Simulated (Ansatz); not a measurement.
A correction line for HF/def2-TZVPP: vertical ionisation energy

The vertical ionisation energy (cation less neutral) in eV of 8 molecular compounds of Ta: x at HF/def2-TZVPP, y at CCSD(T)/def2-TZVPP. Shapes, held fixed at every level: PBE0-D4/def2-TZVP. Flexible molecules stand in one conformer, not always the lowest. Programs: Ansatz 0.2.0.

| molecule | x (eV) | y (eV) |
| --- | --- | --- |
| C2H10NO4Ta (SMILES C[N](C)[Ta]([OH])([OH])([OH])[OH]) | 7.55 | 8.61 |
| C3H10NO3Ta (SMILES C[O][Ta](=[NH])([O]C)[O]C) | 7.79 | 9.36 |
| Ta(NH2)2(OH)S | 8.09 | ? |
| Ta(CH3)(NH2)ClS | 8.34 | 9.57 |
| Ta(CH3)(OH)FS | 8.55 | 9.78 |
| Ta(NH2)(OH)FO | 9.43 | 10.56 |
| Ta(OH)5 | 10.20 | 11.24 |
| Ta(OH)4F | 10.58 | 11.64 |

Task: Fit y = c + s·x to the known rows and predict y for Ta(NH2)2(OH)S.

Result: 
1. Means of the 7 rows: x = 8.9200, y = 10.109.
2. Σ(Δx)² = 8.2812, Σ(Δx·Δy) = 7.5535, so the slope is 7.5535/8.2812 = 0.91213.
3. Intercept: 10.109 − (0.91213) × 8.9200 = 1.973. The largest residual of the fit is 0.28.
4. Ta(NH2)2(OH)S: 1.973 + 0.91213 × 8.09 = 9.35 eV.

CCSD(T)/def2-TZVPP gives 9.34 eV, so the prediction is off by +0.01 eV, within the largest residual. Uncorrected, HF/def2-TZVPP misses it by -1.25 eV, and the other rows by 1.19 on average. The line removes about 100 % of this miss. Left out in turn, the other rows are missed by 0.13 eV on average, so much of the error is systematic among these molecules. Cations run unrestricted. For atoms past krypton def2 sets carry core potentials with scalar relativity. Outer-core shells of Ta are correlated, in sets that cover them unevenly.
